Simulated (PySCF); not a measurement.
## Bonding in `F[SiH]1N[SiH2]N[SiH2]N1`

Compound: FH8N3Si3.
Numbering: `[F:1][SiH:2]1[NH:3][SiH2:4][NH:5][SiH2:6][NH:7]1` (hydrogens: H8 on Si2; H9 on N3; H10, H11 on Si4; H12 on N5; H13, H14 on Si6; H15 on N7)

Cartesian coordinates in Å at the PBE0-D3(BJ)/def2-SVP level; atoms count from 1:
```xyz
15
FH8N3Si3 angstrom
F     -1.770   -2.035    1.629
Si    -1.314   -1.325    0.236
N      0.382   -1.548    0.045
Si     1.617   -0.399   -0.385
N      0.800    1.095   -0.717
Si    -0.669    1.728   -0.044
N     -1.668    0.356    0.337
H     -2.124   -2.039   -0.783
H      0.712   -2.462    0.349
H      2.369   -0.774   -1.623
H      2.618   -0.325    0.726
H      1.179    1.627   -1.494
H     -0.476    2.553    1.190
H     -1.277    2.626   -1.076
H     -2.563    0.563    0.776
```

Bond orders from the PBE0/pcSseg-1 density (PySCF). One conformer (not necessarily the lowest) at the PBE0-D3(BJ)/def2-SVP geometry, without solvent, vibrations or thermal averaging.

(1) How far do the computed orders between heavy atoms stray from the drawn ones?

(2) Set the Mayer orders of the bonds beside their lengths.

## Answers

(1) The largest departure is 0.074, at F1–Si2 (drawn single, 0.926).

(2) 
| bond | drawn as | length (Å) | Mayer order |
| --- | --- | --- | --- |
| F1–Si2 | single | 1.629 | 0.926 |
| Si2–N3 | single | 1.721 | 0.978 |
| N3–Si4 | single | 1.740 | 0.935 |
| Si4–N5 | single | 1.735 | 0.954 |
| N5–Si6 | single | 1.735 | 0.954 |
| Si6–N7 | single | 1.740 | 0.934 |
| N7–Si2 | single | 1.721 | 0.979 |
| Si2–H8 | single | 1.485 | 0.904 |
| N3–H9 | single | 1.018 | 0.916 |
| Si4–H10 | single | 1.497 | 0.906 |
| Si4–H11 | single | 1.497 | 0.901 |
| N5–H12 | single | 1.015 | 0.923 |
| Si6–H13 | single | 1.497 | 0.901 |
| Si6–H14 | single | 1.497 | 0.907 |
| N7–H15 | single | 1.018 | 0.916 |

Bonds between the same two heavy elements. N–Si: lowest Si6–N7 and N3–Si4 (0.934, 1.740 Å), highest N7–Si2 and Si2–N3 (0.979, 1.721 Å). Bonds named together lie within 0.004.

Problem. Sum the orders of all bonds at each heavy atom with more than one neighbour and set the sums beside the valence in the SMILES.

Solution. Si2 3.787 (drawn 4), N3 2.829 (drawn 3), Si4 3.696 (drawn 4), N5 2.831 (drawn 3), Si6 3.696 (drawn 4), N7 2.829 (drawn 3). Orders between atoms that aren't bonded are not in these sums.

For a closed shell the Mayer order of atoms A and B is Σ (PS)μν (PS)νμ over the basis functions μ on A and ν on B, with P the density and S the overlap matrix.

The run behind these numbers computed NMR shieldings as well. Hardware: one thread of an Arm Neoverse V2, shared host. Cost: 19 s.
